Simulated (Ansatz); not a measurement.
```yaml
crystal:
  periodic: [false, false, false]
  atoms:
    - {symbol: C, position_ang: [-0.521570, -2.790392, -1.145556]}
    - {symbol: N, position_ang: [-0.271737, -1.689819, -0.567454]}
    - {symbol: Mo, position_ang: [0.307348, 0.139192, -0.544769]}
    - {symbol: O, position_ang: [-1.136630, 0.737230, 0.140386]}
    - {symbol: C, position_ang: [-2.518028, 0.494523, 1.006831]}
    - {symbol: O, position_ang: [-0.170774, 1.223485, -2.047314]}
    - {symbol: C, position_ang: [-1.161454, 1.567673, -2.466044]}
    - {symbol: O, position_ang: [0.676545, -0.083334, 1.510104]}
    - {symbol: C, position_ang: [0.542770, 0.923871, 2.375524]}
    - {symbol: O, position_ang: [2.082410, 0.293930, -0.572569]}
    - {symbol: C, position_ang: [2.960086, -0.206867, 0.017698]}
    - {symbol: H, position_ang: [-1.675938, -2.892817, -1.390665]}
    - {symbol: H, position_ang: [0.185852, -3.029161, -2.063702]}
    - {symbol: H, position_ang: [-0.351646, -3.552060, -0.525261]}
    - {symbol: H, position_ang: [-2.002980, 0.034132, 1.948499]}
    - {symbol: H, position_ang: [-2.983099, -0.366662, 0.849646]}
    - {symbol: H, position_ang: [-2.857208, 1.456217, 1.533469]}
    - {symbol: H, position_ang: [-1.380158, 1.429063, -3.097035]}
    - {symbol: H, position_ang: [-0.669963, 3.006802, -2.700475]}
    - {symbol: H, position_ang: [-1.938762, 1.901420, -1.727915]}
    - {symbol: H, position_ang: [0.864147, 0.573382, 3.488771]}
    - {symbol: H, position_ang: [1.854541, 1.262801, 2.334040]}
    - {symbol: H, position_ang: [-0.432462, 1.701769, 2.346952]}
    - {symbol: H, position_ang: [2.801640, -0.645773, 1.117984]}
    - {symbol: H, position_ang: [3.329903, -1.502222, -0.391731]}
    - {symbol: H, position_ang: [4.094625, 0.070154, 0.239632]}
basis:
  gaussian: {orbitals: def2-mTZVP}
total_charge: -1
magnetization: {spin_polarized: true, initial_magnetization: 1}
hamiltonian: {xc: {name: PBEsol}, dispersion: d3bjatm}
kpoints: {mp_grid: {grid: [2, 2, 2]}}
output: {forces: true}
```

```sh
$ ansatz run in.yaml --threads 11 --pin off --events-out ev --progress --plain --max-ram 174080MiB --backend cuda --devices 0, --max-vram 75GiB
```

(1) How does Ansatz answer? (Best estimate.)

Answers

(1) The calculation gave: The program refused the input.
```
Error: invalid value for `basis.gaussian`: such a run doesn't read kpoints; remove what it names
```
